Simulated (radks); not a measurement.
Problem. The mean radii <r> (bohr) of the occupied orbitals of an atom or ion are listed with their occupations. Method: non-relativistic Kohn-Sham, exchange-only LDA, spin-polarised, spherical densities, point nucleus; computed with a radial shooting solver on a logarithmic mesh with Libxc functionals.

| orbital | occ. | <r> |
|---|---|---|
| 1s | 2 | 0.5877 |

Name the element and its charge. Open shells, if any, are filled with parallel spins first.

Solution. Z = 3, lithium, charge +1: Li+ in [He]. The 1s radius gives Z: for a bare nucleus <r> = 1.5/Z, 0.5 bohr for Z = 3, and screening makes it slightly larger (0.5877 here). The occupations add up to 2, and the charge is Z minus that.
